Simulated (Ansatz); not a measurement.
FeO4, relaxed as a singlet with RKS PBE0-D4/def2-SVP in Ansatz, starting from the GFN2-xTB geometry. Force threshold 0.02 eV/Å.

The restricted singlet is unstable towards broken spin symmetry at other levels; at PBE0-D4/def2-SVP this wasn't settled.

Start:

Cartesian coordinates in Å:
```
Fe 0.000 0.000 0.000
O 0.278 -1.167 -0.838
O 1.058 0.994 -0.182
O -0.049 -0.408 1.404
O -1.287 0.581 -0.384
```

Task: Estimate the energy that the relaxation releases and the steps that it takes.

Result: 104.8 kJ/mol, in 4 steps; 14 s on 4 threads of AMD EPYC 7571 on a shared host. No frequencies were taken in this run, so the end may be a saddle point.

Task: Does the start keep its bonding and symmetry?

Result: By distances, no bond broke or formed. The bond that changes most is Fe1–O2, from 1.46 to 1.55 Å (atoms count from 1). Point group Td at the start, Td at the end, both within 0.05 Å.

Task: Predict the relaxed structure.

Result: 
```tsv
atom	x (Å)	y (Å)	z (Å)
Fe1	0.0000	0.0000	0.0000
O2	0.2947	-1.2388	-0.8895
O3	1.1234	1.0551	-0.1931
O4	-0.0524	-0.4336	1.4906
O5	-1.3657	0.6172	-0.4080
```
Bond lengths: 4 × Fe–O 1.55 Å.
